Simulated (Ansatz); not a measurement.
Relaxation of ClH₇W (9 atoms, charge 0, multiplicity 1), to a largest force component of 0.03 eV/Å in at most 50 steps.

These are results of RKS PBE0/def2-SVP in Ansatz 0.2.0, not measurements.

```xyz
9
Properties=species:S:1:pos:R:3
W -0.100 -0.098 0.200
Cl -0.287 -0.263 2.532
H 1.402 0.132 -0.500
H 0.174 1.386 -0.524
H -1.420 0.618 -0.531
H 0.588 -1.442 -0.515
H -1.156 -1.140 -0.570
H 1.775 1.839 1.324
H 1.464 1.513 1.884
```

Problem. Where does it end, and by what steps?

Solution. The run converged. The force dipped under the threshold on the way, but the program's further checks kept it going. After 6 steps the energy has fallen by 0.195 eV; H9 moved furthest, 0.88 Å.

| step | energy less start (eV) | largest force component (eV/Å) | accepted |
| --- | --- | --- | --- |
| 0 | 0.0000 | 1.400 | yes |
| 1 | -0.1336 | 0.722 | yes |
| 2 | -0.1674 | 0.222 | yes |
| 3 | -0.1853 | 0.139 | yes |
| 4 | -0.1937 | 0.048 | yes |
| 5 | -0.1944 | 0.011 | yes |
| 6 | -0.1946 | 0.011 | yes |

```xyz
9
Properties=species:S:1:pos:R:3
W -0.273 -0.274 0.107
Cl -0.465 -0.442 2.332
H 1.281 -0.005 -0.457
H 0.034 1.268 -0.469
H -1.561 0.480 -0.653
H 0.462 -1.585 -0.633
H -1.293 -1.283 -0.758
H 2.235 2.304 1.568
H 2.020 2.080 2.262
```

Whether the end is a true minimum wasn't checked by a vibrational analysis.

Time of the run: 17 s on 1 thread of Intel(R) Xeon(R) 6975P-C (Granite Rapids), with other jobs on the host, peak memory 0.19 GiB.
